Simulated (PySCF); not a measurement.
C₆H₉O₂P.
Numbering: `[CH3:1][C:2](=[O:3])[P@@:4]1(=[O:5])[CH:6]=[CH:7][CH2:8][CH2:9]1`

Cartesian coordinates in Å at the PBE0-D3(BJ)/def2-SVP level; atoms count from 1:
```xyz
18
C6H9O2P angstrom
C      2.861    0.293   -0.641
C      1.426    0.026   -0.962
O      0.962   -0.055   -2.072
P      0.288   -0.233    0.526
O      1.043   -0.625    1.759
C     -0.767    1.235    0.518
C     -1.913    0.993   -0.131
C     -2.124   -0.384   -0.698
C     -1.034   -1.312   -0.149
H      3.466    0.307   -1.556
H      2.941    1.261   -0.118
H      3.219   -0.464    0.074
H     -0.487    2.196    0.954
H     -2.678    1.762   -0.285
H     -3.139   -0.749   -0.470
H     -2.056   -0.325   -1.797
H     -0.628   -1.998   -0.904
H     -1.389   -1.911    0.704
```

NICS = −σ at a ghost point: NICS(0) at the centroid of the ring atoms, NICS(1) 1 Å to either side along the normal of their mean plane, zz for the tensor component along that normal. Level: GIAO PBE0/pcSseg-1 (PySCF, non-relativistic, gas phase) on the PBE0-D3(BJ)/def2-SVP geometry, one conformer.

Ring bond lengths (Å), with Mayer bond orders in brackets: P4–C6 1.808 (0.89), C6–C7 1.339 (1.83), C7–C8 1.503 (1.03), C8–C9 1.534 (1.00), C9–P4 1.835 (0.93).

What do the NICS probes read (ppm)?

```tsv
ring	type	NICS(0)	NICS(1), two faces	NICS(1)zz, two faces	rms pucker (Å)	centre to ring atoms, mean (Å)
P4–C6–C7–C8–C9	5-membered ring with P; formal bonds 1 double, 4 single	-3.5	-3.3 / -4.0	-2.7 / -5.3	0.08	1.36
```

What can be read from them?

- P4–C6–C7–C8–C9: mean NICS(1)zz -4.0 ppm, shielded. P4, C8, C9 have four or more neighbours, so the value isn't read as a sign of a π ring current.

How do the values depend on the level or the medium?

```tsv
level	NICS(0), P4–C6–C7–C8–C9	mean NICS(1)zz, P4–C6–C7–C8–C9
PBE0/pcSseg-1, gas	-3.5	-4.0
PBE0/pcSseg-1, IEF-PCM chloroform	-3.5	-4.2
PBE0/pcSseg-1, IEF-PCM dichloromethane	-3.6	-4.2
```

The geometry is the same throughout; the continuum's cavity takes Bondi-type radii × 1.2.
